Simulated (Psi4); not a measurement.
A run for Psi4: SAPT0/jun-cc-pV(D+d)Z on H4S2 (a complex), monomers drawn apart or pushed together.

```
memory 2025 MB

molecule dimer {
0 1
S    -0.53155275   -0.17018157   -0.04665556
H     0.13573610    0.98160321   -0.22418310
H     0.51172388   -0.91038140   -0.45542563
--
0 1
S     1.24177280   -0.47569675    4.03102909
H     0.58796067   -0.38397578    2.85640332
H     0.16123205   -0.95352236    4.66818068
units angstrom
symmetry c1
no_reorient
no_com
}

set {
  basis jun-cc-pV(D+d)Z
  scf_type df
  freeze_core true
}

energy('sapt0')
```

Program output:

```
[...]
==> Input File <==

--------------------------------------------------------------------------
memory 2025 MB

molecule dimer {
0 1
S    -0.53155275   -0.17018157   -0.04665556
H     0.13573610    0.98160321   -0.22418310
H     0.51172388   -0.91038140   -0.45542563
--
0 1
S     1.24177280   -0.47569675    4.03102909
H     0.58796067   -0.38397578    2.85640332
H     0.16123205   -0.95352236    4.66818068
units angstrom
symmetry c1
no_reorient
no_com
}

set {
  basis jun-cc-pV(D+d)Z
  scf_type df
  freeze_core true
}

energy('sapt0')
--------------------------------------------------------------------------


   => Loading Basis Set <=

    Name: JUN-CC-PV(D+D)Z
    Role: ORBITAL
    Keyword: BASIS
    atoms 1, 4     entry S          line   698 file jun-cc-pv_dpd_z.gbs
    atoms 2-3, 5-6 entry H          line    60 file jun-cc-pv_dpd_z.gbs

   => Loading Basis Set <=

    Name: JUN-CC-PV(D+D)Z
    Role: ORBITAL
    Keyword: BASIS
    atoms 1, 4     entry S          line   698 file jun-cc-pv_dpd_z.gbs
    atoms 2-3, 5-6 entry H          line    60 file jun-cc-pv_dpd_z.gbs


  //>>>>>>>>>>>>>>>>>>>>>>>>>>>>>>>>>>>//
  //              Dimer HF             //
  //<<<<<<<<<<<<<<<<<<<<<<<<<<<<<<<<<<<//

   => Libint2 <=

    Primary   basis highest AM E, G, H:  7, 6, 3
    Auxiliary basis highest AM E, G, H:  7, 7, 4
    Onebody   basis highest AM E, G, H:  -, -, -
    Solid Harmonics ordering:            Gaussian


   => Loading Basis Set <=

    Name: JUN-CC-PV(D+D)Z
    Role: ORBITAL
    Keyword: BASIS
    atoms 1, 4     entry S          line   698 file jun-cc-pv_dpd_z.gbs
    atoms 2-3, 5-6 entry H          line    60 file jun-cc-pv_dpd_z.gbs


         ---------------------------------------------------------
                                   SCF
               by Justin Turney, Rob Parrish, Andy Simmonett
                          and Daniel G. A. Smith
                              RHF Reference
                        1 Threads,   1931 MiB Core
         ---------------------------------------------------------

  ==> Geometry <==

    Molecular point group: c1
    Full point group: C1

    Geometry (in Angstrom), charge = 0, multiplicity = 1:

       Center              X                  Y                   Z               Mass
    ------------   -----------------  -----------------  -----------------  -----------------
         S           -0.531552750000    -0.170181570000    -0.046655560000    31.972071174400
         H            0.135736100000     0.981603210000    -0.224183100000     1.007825032230
         H            0.511723880000    -0.910381400000    -0.455425630000     1.007825032230
         S            1.241772800000    -0.475696750000     4.031029090000    31.972071174400
         H            0.587960670000    -0.383975780000     2.856403320000     1.007825032230
         H            0.161232050000    -0.953522360000     4.668180680000     1.007825032230

  Running in c1 symmetry.

  Rotational constants: A =      1.29948  B =      0.02768  C =      0.02727 [cm^-1]
  Rotational constants: A =  38957.57581  B =    829.87461  C =    817.55014 [MHz]
  Nuclear repulsion =   64.806500262387900

  Charge       = 0
  Multiplicity = 1
  Electrons    = 36
  Nalpha       = 18
  Nbeta        = 18

  ==> Algorithm <==

  SCF Algorithm Type is DF.
  DIIS enabled.
  MOM disabled.
  Fractional occupation disabled.
  Guess Type is SAD.
  Energy threshold   = 1.00e-08
  Density threshold  = 1.00e-08
  Integral threshold = 1.00e-12

  ==> Primary Basis <==

  Basis Set: JUN-CC-PV(D+D)Z
    Blend: JUN-CC-PV(D+D)Z
    Number of shells: 34
    Number of basis functions: 74
    Number of Cartesian functions: 78
    Spherical Harmonics?: true
    Max angular momentum: 2

   => Loading Basis Set <=

    Name: (JUN-CC-PV(D+D)Z AUX)
    Role: JKFIT
    Keyword: DF_BASIS_SCF
    atoms 1, 4     entry S          line   666 file jun-cc-pvdz-jkfit.gbs
    atoms 2-3, 5-6 entry H          line    70 file jun-cc-pvdz-jkfit.gbs

  ==> Integral Setup <==

  DFHelper Memory: AOs need 0.015 GiB; user supplied 1.414 GiB.
  SCF_SUBTYPE=INCORE selected. In-core MEM_DF algorithm will be used.
  Using in-core AOs.

  ==> MemDFJK: Density-Fitted J/K Matrices <==

    J tasked:                   Yes
    K tasked:                   Yes
    wK tasked:                   No
    OpenMP threads:               1
    Algorithm:                 Core
    Schwarz Cutoff:           1E-12
    Mask sparsity (%):       5.6611
    Fitting Condition:        1E-10

   => Auxiliary Basis Set <=

  Basis Set: (JUN-CC-PV(D+D)Z AUX)
    Blend: JUN-CC-PVDZ-JKFIT
    Number of shells: 114
    Number of basis functions: 334
    Number of Cartesian functions: 380
    Spherical Harmonics?: true
    Max angular momentum: 3

  Minimum eigenvalue in the overlap matrix is 1.3888112489E-02.
  Reciprocal condition number of the overlap matrix is 3.0689545625E-03.
    Using symmetric orthogonalization.

  ==> Pre-Iterations <==

  SCF Guess: Superposition 
[...]
5
      64A      5.167250    65A      6.710240    66A     11.034002
      67A     11.034875    68A     11.070924    69A     11.090583
      70A     11.206540    71A     20.302987    72A     20.635735
      73A     20.727496    74A    137.719759

    Final Occupation by Irrep:
              A
    DOCC [     9 ]
    NA   [     9 ]
    NB   [     9 ]

  @DF-RHF Final Energy:  -398.70097885700216

   => Energetics <=

    Nuclear Repulsion Energy =             12.8630115285877853
    One-Electron Energy =                -576.4163226815710459
    Two-Electron Energy =                 164.8523322959811139
    Total Energy =                       -398.7009788570021556

Computation Completed


Properties will be evaluated at   0.000000,   0.000000,   0.000000 [a0]

Properties computed using the SCF density matrix


 Multipole Moments:

 ------------------------------------------------------------------------------------
     Multipole            Electronic (a.u.)      Nuclear  (a.u.)        Total (a.u.)
 ------------------------------------------------------------------------------------

 L = 1.  Multiply by 2.5417464519 to convert [e a0] to [Debye]
 Dipole X            :        -39.4476692           38.9615371           -0.4861321
 Dipole Y            :         16.8011602          -16.9104904           -0.1093302
 Dipole Z            :       -136.2457251          136.1000587           -0.1456664
 Magnitude           :                                                    0.5191302

 ------------------------------------------------------------------------------------

  Constructing Basis Sets for SAPT...

   => Loading Basis Set <=

    Name: (JUN-CC-PV(D+D)Z AUX)
    Role: RIFIT
    Keyword: DF_BASIS_SAPT
    atoms 1, 4     entry S          line   488 file jun-cc-pvdz-ri.gbs
    atoms 2-3, 5-6 entry H          line    30 file jun-cc-pvdz-ri.gbs

   => Loading Basis Set <=

    Name: (JUN-CC-PV(D+D)Z AUX)
    Role: JKFIT
    Keyword: DF_BASIS_ELST
    atoms 1, 4     entry S          line   666 file jun-cc-pvdz-jkfit.gbs
    atoms 2-3, 5-6 entry H          line    70 file jun-cc-pvdz-jkfit.gbs


  //>>>>>>>>>>>>>>>>>>>>>>>>>>>>>>>>>>>//
  //               SAPT0               //
  //<<<<<<<<<<<<<<<<<<<<<<<<<<<<<<<<<<<//



        SAPT0
    Ed Hohenstein
     6 June 2009

      Orbital Information
  --------------------------
    NSO        =        74
    NMO        =        74
    NRI        =       226
    NRI (Elst) =       334
    NOCC A     =         9
    NOCC B     =         9
    FOCC A     =         5
    FOCC B     =         5
    NVIR A     =        65
    NVIR B     =        65

    Elst10,r            =    -0.002444799952 [Eh]
    Exch10              =     0.002029220704 [Eh]
    Exch10 (S^2)        =     0.002024197104 [Eh]

    Maxiter = 50
    CPHF R converge = 1.000000E-08

    Iter     Energy [mEh]          dE [mEh]         Residual      Time [s]
       1      -0.45360009       0.453600085     3.282997e-03             0
       2      -0.57174302       0.118142933     1.227434e-03             0
       3      -0.57761672       0.005873698     2.221762e-04             0
       4      -0.57488729      -0.002729428     2.898625e-05             0
       5      -0.57515222       0.000264928     4.052371e-06             0
       6      -0.57513848      -0.000013738     1.279432e-06             0
       7      -0.57513642      -0.000002054     4.219535e-07             0
       8      -0.57513808       0.000001660     8.021867e-08             0
       9      -0.57513787      -0.000000215     2.870542e-08             0
      10      -0.57513790       0.000000027     8.661227e-09             0

    CHF Iterations converged

    Maxiter = 50
    CPHF R converge = 1.000000E-08

    Iter     Energy [mEh]          dE [mEh]         Residual      Time [s]
       1      -0.17418781       0.174187813     1.933051e-03             0
       2      -0.19662125       0.022433440     7.140467e-04             0
       3      -0.20178942       0.005168165     1.210473e-04             0
       4      -0.20064523      -0.001144187     2.231714e-05             0
       5      -0.20068140       0.000036172     5.250428e-06             0
       6      -0.20070002       0.000018615     1.105476e-06             0
       7      -0.20069516      -0.000004853     1.909147e-07             0
       8      -0.20069549       0.000000323     6.488237e-08             0
       9      -0.20069556       0.000000069     1.462721e-08             0
      10      -0.20069552      -0.000000036     3.332209e-09             0

    CHF Iterations converged

    Ind20,r (A<-B)      =    -0.000575137895 [Eh]
    Ind20,r (B<-A)      =    -0.000200695519 [Eh]
    Ind20,r             =    -0.000775833414 [Eh]
    Exch-Ind20,r (A<-B) =     0.000410865506 [Eh]
    Exch-Ind20,r (B<-A) =     0.000120499991 [Eh]
    Exch-Ind20,r        =     0.000531365497 [Eh]
    Disp20              =    -0.001114383684 [Eh]
    Disp20 (SS)         =    -0.000557191842 [Eh]
    Disp20 (OS)         =    -0.000557191842 [Eh]
    Exch-Disp20         =     0.000125185888 [Eh]
    Exch-Disp20 (SS)    =     0.000064543491 [Eh]
    Exch-Disp20 (OS)    =     0.000060642397 [Eh]

    SAPT Results
  --------------------------------------------------------------------------------------------------------
    Electrostatics                 -2.44479995 [mEh]      -1.53413513 [kcal/mol]      -6.41882139 [kJ/mol]
      Elst10,r                     -2.44479995 [mEh]      -1.53413513 [kcal/mol]      -6.41882139 [kJ/mol]

    Exchange                        2.02922070 [mEh]       1.27335522 [kcal/mol]       5.32771822 [kJ/mol]
      Exch10                        2.02922070 [mEh]       1.27335522 [kcal/mol]       5.32771822 [kJ/mol]
      Exch10(S^2)                   2.02419710 [mEh]       1.27020286 [kcal/mol]       5.31452876 [kJ/mol]

    Induction                      -0.55505118 [mEh]      -0.34829987 [kcal/mol]      -1.45728666 [kJ/mol]
      Ind20,r                      -0.77583341 [mEh]      -0.48684282 [kcal/mol]      -2.03695035 [kJ/mol]
      Exch-Ind20,r                  0.53136550 [mEh]       0.33343688 [kcal/mol]       1.39509992 [kJ/mol]
      delta HF,r (2)               -0.31058326 [mEh]      -0.19489394 [kcal/mol]      -0.81543623 [kJ/mol]

    Dispersion                     -0.98919780 [mEh]      -0.62073099 [kcal/mol]      -2.59713845 [kJ/mol]
      Disp20                       -1.11438368 [mEh]      -0.69928632 [kcal/mol]      -2.92581396 [kJ/mol]
      Exch-Disp20                   0.12518589 [mEh]       0.07855533 [kcal/mol]       0.32867550 [kJ/mol]
      Disp20 (SS)                  -0.55719184 [mEh]      -0.34964316 [kcal/mol]      -1.46290698 [kJ/mol]
      Disp20 (OS)                  -0.55719184 [mEh]      -0.34964316 [kcal/mol]      -1.46290698 [kJ/mol]
      Exch-Disp20 (SS)              0.06454349 [mEh]       0.04050165 [kcal/mol]       0.16945891 [kJ/mol]
      Exch-Disp20 (OS)              0.06064240 [mEh]       0.03805368 [kcal/mol]       0.15921659 [kJ/mol]

  Total HF                         -0.97063042 [mEh]      -0.60907979 [kcal/mol]      -2.54838983 [kJ/mol]
  Total SAPT0                      -1.95982822 [mEh]      -1.22981077 [kcal/mol]      -5.14552828 [kJ/mol]

  Special recipe for scaled SAPT0 (see Manual):
    Electrostatics sSAPT0          -2.44479995 [mEh]      -1.53413513 [kcal/mol]      -6.41882139 [kJ/mol]
    Exchange sSAPT0                 2.02922070 [mEh]       1.27335522 [kcal/mol]       5.32771822 [kJ/mol]
    Induction sSAPT0               -0.55108516 [mEh]      -0.34581116 [kcal/mol]      -1.44687389 [kJ/mol]
    Dispersion sSAPT0              -0.98826343 [mEh]      -0.62014467 [kcal/mol]      -2.59468528 [kJ/mol]
  Total sSAPT0                     -1.95492784 [mEh]      -1.22673574 [kcal/mol]      -5.13266234 [kJ/mol]
  --------------------------------------------------------------------------------------------------------



*** Psi4 exiting successfully. Buy a developer a beer!
```

The run finished.

Cost: around 7 core-seconds (rough).
